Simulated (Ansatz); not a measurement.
System: Te, charge 0, triplet.

Total energies in hartree (Ansatz, a quantum-chemistry and plane-wave program). Radicals and triplets start from unrestricted determinants; spin-orbit coupling is neglected. Correlated methods leave the cores frozen (noble-gas shells, and filled d and f shells in the p block). Past Kr the def2 sets carry scalar-relativistic core potentials. Spin-orbit terms, left out, reach several kcal/mol for Br and I, and more for heavier atoms.

```tsv
species	HF/def2-TZVPPD	CCSD(T)/def2-TZVPPD	HF/def2-QZVPPD	CCSD(T)/def2-QZVPPD	CCSDT(Q)/def2-QZVPPD
1: Te (triplet)	-267.00565	-267.11106	-267.00695	-267.12288	-267.12364
2: Te- (doublet)	-267.04439	-267.17902	-267.04566	-267.19548	-267.19651
```

**Question.** Work out the electron affinity (Te- (doublet) against Te (triplet)) in eV: take Hartree-Fock from def2-QZVPPD, extrapolate the CCSD(T) correlation energy as X^-3 (X = 3, 4), and add CCSDT(Q) - CCSD(T) in def2-QZVPPD. 1 hartree = 27.211 eV.

**Answer.** 
Species 1: correlation (64·(-0.11593) - 27·(-0.10541))/37 = -0.12361; step -0.00076; E1 = -267.00695 + (-0.12361) + (-0.00076) = -267.13132
Species 2: correlation (64·(-0.14982) - 27·(-0.13463))/37 = -0.16090; step -0.00103; E2 = -267.04566 + (-0.16090) + (-0.00103) = -267.20759
+1·E1 -1·E2 = 0.07627 hartree = 2.08 eV.
